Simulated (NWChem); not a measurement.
## Correlation energy of CdS

SMILES: [Cd]=[S]
```xyz
2

Cd     0.0000     0.0000     0.5614
S      0.0000     0.0000    -1.6843
```
Charge 0, spin multiplicity 1.

The numbers come from NWChem runs, not from measurements. Structure: optimised with PBE0/def2-SVP with def2 effective core potentials on Cd, a minimum by its harmonic frequencies.

Basis set: def2-TZVP. Each correlation energy counts from its own Hartree-Fock reference.

```json
[
 {"method": "CR-CCSD[T]", "correlation energy (mHa)": "-521.7", "difference from CCSD(T)": "+3.8"},
 {"method": "CR-CCSD(T)", "correlation energy (mHa)": "-520.7", "difference from CCSD(T)": "+4.8"},
 {"method": "CCSD", "correlation energy (mHa)": "-506.0", "difference from CCSD(T)": "+19.6"},
 {"method": "MP2", "correlation energy (mHa)": "-511.0", "difference from CCSD(T)": "+14.6"},
 {"method": "SCS-MP2", "correlation energy (mHa)": "-467.8", "difference from CCSD(T)": "+57.7"},
 {"method": "CCSD(T)", "correlation energy (mHa)": "-525.5", "difference from CCSD(T)": "0.0"},
 {"method": "CCSD+T(CCSD)", "correlation energy (mHa)": "-526.9", "difference from CCSD(T)": "-1.4"}
]
```

The values span 59.1 mHa, from CCSD+T(CCSD) (lowest) to SCS-MP2 (highest). 

Effective core potentials replace the inner electrons of Cd; spin-orbit coupling is left out. The correlated methods keep 9 core orbitals frozen. The structure started from a generated list of species. Coupled-cluster values serve here as a point of comparison, not as the truth.
